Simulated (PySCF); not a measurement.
Question: Write Cartesian coordinates for `CC(C)=C=C(C)[SiH3]` as optimised with PBE0-D3(BJ)/def2-SVP.

Answer: 
```xyz
19
C6H12Si angstrom
C     -2.1692    1.2185   -0.3477
C     -1.3809   -0.0352   -0.0809
C     -2.1351   -1.2022    0.4970
C     -0.0928   -0.1068   -0.3385
C      1.2012   -0.1650   -0.5616
C      1.8028   -0.6129   -1.8723
Si     2.3377    0.3355    0.8492
H     -1.5411    2.0160   -0.7661
H     -2.6294    1.5904    0.5836
H     -2.9923    1.0167   -1.0542
H     -2.5992   -0.9236    1.4585
H     -1.4823   -2.0688    0.6657
H     -2.9529   -1.5083   -0.1774
H      1.0251   -0.8848   -2.6004
H      2.4246    0.1846   -2.3118
H      2.4598   -1.4863   -1.7260
H      3.1991   -0.8188    1.2633
H      3.2575    1.4355    0.4139
H      1.5320    0.7951    2.0176
```

Any rigid rotation of these coordinates is as good. Atoms count from 1 in this order. Si7 (SiH3 silicon) is tetrahedral (angles from 107.0° to 110.5°). The 5 C–C bonds span 1.314 Å (C4=C5, drawn double) to 1.510 Å (C5–C6, drawn single), a spread of 0.196 Å.

Bonds between heavy atoms (Å): C1–C2 1.505, C2–C3 1.505, C2=C4 1.316, C4=C5 1.314, C5–C6 1.510, C5–Si7 1.879.

Theory: PBE0-D3(BJ)/def2-SVP geometry optimisation, gas phase in PySCF 2.14.0.

Point group: near Cs, missed by 0.12 Å at most; the miss may be what the optimiser left on a soft mode. PBE0-D3(BJ)/def2-SVP frequencies: not computed here.
